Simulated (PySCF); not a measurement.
## Fine-structure interval of Sb²⁰⁺ by level of theory

Sb²⁰⁺ [Ar] 3d10 4s2 4p1 [4p1/2^1, M_J = 1/2] → Sb²⁰⁺ [Ar] 3d10 4s2 4p1 [4p3/2^1, M_J = 3/2], as a difference of total energies. All numbers are calculated (PySCF 2.14, the two-component X2C-1e Hamiltonian, in an even-tempered Gaussian basis (18 s from 1.3 bohr⁻², ratio 2.8; 13 p from 1.7 bohr⁻², ratio 2.8; 8 d from 2.9 bohr⁻², ratio 2.8; 4 f from 8.2 bohr⁻², ratio 3)). Correlated levels: [Ne] frozen; the 76 highest virtual spinors dropped. "Screened" scales the spin-orbit matrix elements by Boettger's factors to mimic the two-electron term; Breit and QED terms are absent.

| method | fine-structure interval (cm⁻¹) |
| --- | --- |
| GHF (screened spin-orbit) | 104900 |
| GMP2 (screened spin-orbit) | 103440 |
| GHF (bare spin-orbit) | 109330 |
